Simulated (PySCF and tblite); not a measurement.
The numbers below are computed, except where a source is named.
System: C5H7FO2, numbered as in [CH3:1][C:2](=[O:3])/[C:4]([F:5])=[C:6](\[CH3:7])[OH:8].

For the rotation about the C2–C4 bond (torsion C1–C2–C4–F5 from 0° to 180°, rising): electronic barrier 13.41 kcal/mol, zero-point change -0.30 kcal/mol, thermal and entropy terms at 400 K a further 0.44 kcal/mol (symmetry numbers apart). The minimum is Cs, the saddle C1. Geometries: GFN2-xTB; energies: PBE0/pcSseg-1 + D3(BJ); zero-point and thermal terms from GFN2-xTB harmonic modes (soft modes blended into free rotors). Rates follow Eyring's equation with the number of equivalent paths and no tunnelling. (PySCF 2.14 with density fitting, tblite 0.8.)

Task: How many equivalent paths lead out of the minimum?

Result: 2: the symmetry number of the minimum is 1, that of the saddle displaced along its mode 1, and the displaced saddle is chiral while the minimum is not, which doubles the count.

Task: Work out the rate at 400 K.

Result: ΔG‡ = 13.55 kcal/mol; k_B T/h = 8.3×10¹² s⁻¹; exp(−ΔG‡/RT) = 4×10⁻⁸; times 2 gives k = 6.6×10⁵ s⁻¹. Wigner's tunnelling factor for the 73i cm⁻¹ mode would be 1.00.
